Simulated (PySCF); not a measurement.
## H₂WO: breathing scan

All numbers come from UPBE0/[W def2-TZVP with ECP60, O def2-TZVP, H def2-TZVP], scalar-relativistic core potentials, density fitting, no spin–orbit coupling, PySCF.

Rigid scan from the triplet minimum (W–H 1.749 Å (×2), W–O 1.676 Å; H–W–H 127.0°, H–W–O 116.5° (×2)). Coordinate: all bonds to the central atom scaled together. Energies in kJ/mol from the minimum.

(1) Predict the curve at 0.88, 0.92, 0.96, 1.00, 1.04, 1.08, 1.14, 1.22, 1.35.

Results:

(1) 
| scale of all bonds to the centre | E (kJ/mol) | dipole size (D) | ⟨S²⟩ |
| --- | --- | --- | --- |
| 0.88 | 260.4 | 0.76 | 2.01 |
| 0.92 | 103.5 | 1.14 | 2.01 |
| 0.96 | 23.2 | 1.48 | 2.02 |
| 1.00 | 0.0 | 1.78 | 2.02 |
| 1.04 | 18.7 | 2.04 | 2.03 |
| 1.08 | 67.3 | 2.26 | 2.05 |
| 1.14 | 176.6 | 2.48 | 2.13 |
| 1.22 | 352.3 | 2.35 | 2.42 |
| 1.35 | 622.6 | 1.95 | 3.10 |

Spin contamination is strong at 1.22, 1.35, so these points are less reliable.

With open d or f shells other occupations or spin states may lie lower. Spin–orbit coupling, left out here, can matter for elements this heavy.
